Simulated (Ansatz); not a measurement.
Species: BI2, charge 0, multiplicity 2. It need not be the lowest isomer of its formula. SMILES: I[B]I
Geometry: optimised at B3LYP-D3(BJ)/def2-TZVP (Ansatz, a quantum-chemistry and plane-wave program).

Quantity: vertical ionisation energy (to the singlet state of charge +1; each state is the SCF solution reached for its spin; for the singlet T1 is 0.028), in eV. Valence correlation only, unless marked. UHF or UKS for open shells. No spin-orbit coupling. Frozen are the shells of the preceding noble gas and the d and f shells that filled before the atom's block. Past Kr the def2 sets carry scalar-relativistic core potentials. Basis-set limits of correlation are two-point, X^-3; Hartree-Fock from the larger set. [CCSD(T)-MP2]/basis is that difference in the basis named.

```csv
level,program,vertical ionisation energy (eV)
HF/def2-SVPD,Ansatz,8.02
```

Q: Estimate the value at RI-MP2/CBS(def2-TZVPPD,def2-QZVPPD)+[CCSD(T)-MP2]/def2-TZVPPD as computed with Ansatz.

A: 7.83 eV
